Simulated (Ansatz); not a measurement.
This geometry of FH + H7N3OTi (14 atoms, charge 0, multiplicity 1) is a first-order saddle point.

Method: RHF/def2-SVP in Ansatz.

```xyz
14
Properties=species:S:1:pos:R:3
Ti 0.056 -0.208 0.017
O -0.076 -0.161 2.008
H -0.743 0.094 2.622
N 1.782 0.049 -0.649
H 2.514 -0.605 -0.434
H 2.044 0.643 -1.414
N -0.766 1.375 -0.525
H -1.732 1.467 -0.784
H -0.310 2.270 -0.554
N -1.073 -1.433 -0.836
H -0.948 -2.419 -0.687
H -1.613 -1.264 -1.664
F 0.855 -1.929 1.125
H 0.419 -1.238 1.887
```

Q: Which two structures does it join? (They come from a converged band through this point; their orientation in space is the band's.)

A: Bonds broken: Ti1–O2, F13–H14. Bonds formed: Ti1–F13, O2–H14. FH + H7N3OTi becomes FH6N3Ti + H2O.

First end point:

```xyz
14
Properties=species:S:1:pos:R:3
Ti -0.204 -0.075 -0.130
O -0.212 -0.442 1.670
H -0.637 -0.044 2.413
N 1.560 -0.108 -0.716
H 2.235 -0.706 -0.266
H 1.993 0.465 -1.415
N -0.939 1.607 -0.499
H -1.736 1.775 -1.085
H -0.550 2.478 -0.183
N -1.221 -1.346 -1.050
H -2.061 -1.765 -0.689
H -0.929 -1.826 -1.882
F 1.943 -1.930 1.937
H 1.167 -1.444 2.006
```

Last end point:

```xyz
14
Properties=species:S:1:pos:R:3
Ti 0.062 -0.632 -0.451
O 0.299 0.695 2.975
H -0.428 0.615 3.573
N 1.699 -0.308 -1.285
H 2.399 -1.014 -1.439
H 2.054 0.595 -1.542
N -0.755 0.985 -0.074
H -1.486 1.459 -0.570
H -0.541 1.442 0.800
N -0.990 -1.625 -1.631
H -1.848 -2.085 -1.380
H -0.769 -1.803 -2.594
F 0.285 -1.503 1.101
H 0.428 -0.179 2.628
```

Q: How far does it lie above each of them?

A: 0.49 eV above the first and 0.95 eV above the second. This is the barrier of this one path; another mechanism may lie lower. The orbitals stay closed-shell, which can raise the energy where a bond breaks towards radicals; this wasn't checked here.

Run time: 6.3 min on 4 threads of Intel(R) Xeon(R) Platinum 8259CL CPU @ 2.50GHz (Skylake/Cascade Lake), with other jobs on the host, peak memory 0.46 GiB.
